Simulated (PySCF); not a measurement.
## A small calculation by hand: chemical shift, span and skew from a shielding tensor

C4H9NSi, SMILES C=C1[SiH2]N[C@H]1C. Atoms are numbered in the order given.

```xyz
15

C     -0.7127     1.6260     1.2561
C     -0.4521     0.5515     0.5157
Si    -1.2055    -0.5518    -0.8068
N      0.3862    -1.2090    -0.6047
C      0.8310    -0.2996     0.4669
C      2.0972     0.4830     0.1342
H      0.0189     2.0298     1.9683
H     -1.6704     2.1531     1.1870
H     -1.5485     0.0426    -2.1356
H     -2.3709    -1.4058    -0.4158
H      0.9342    -2.0074    -0.8901
H      0.9721    -0.8313     1.4301
H      2.3471     1.1882     0.9435
H      2.9538    -0.1986     0.0015
H      1.9564     1.0511    -0.7986
```

Geometry: ωB97X-D3(BJ)/def2-SVP. The structure was generated by enumeration; whether it is a known compound was not checked.

GIAO shieldings from PBE/pcSseg-1 in PySCF, non-relativistic, no solvent. The symmetric part of the tensor of C6 has the principal values 135.5, 142.9, 177.2 ppm. The same nucleus in TMS has σ = 182.0 ppm at this level (PySCF, at its B3LYP-D3(BJ)/def2-TZVP geometry).

Problem. Work out the isotropic shielding, the ¹³C shift against TMS, the span and the skew.

Solution. 
σ(iso) = (σ11 + σ22 + σ33)/3 = 151.9 ppm. δ = σ(ref) − σ(iso) = 182.0 − (151.9) = 30.1 ppm.
Span Ω = σ33 − σ11 = 41.7 ppm. Skew κ = 3(σ(iso) − σ22)/Ω = 0.65. Tumbling in solution averages the tensor to δ; in a static solid the shielding alone would spread this spin-1/2 line over Ω.
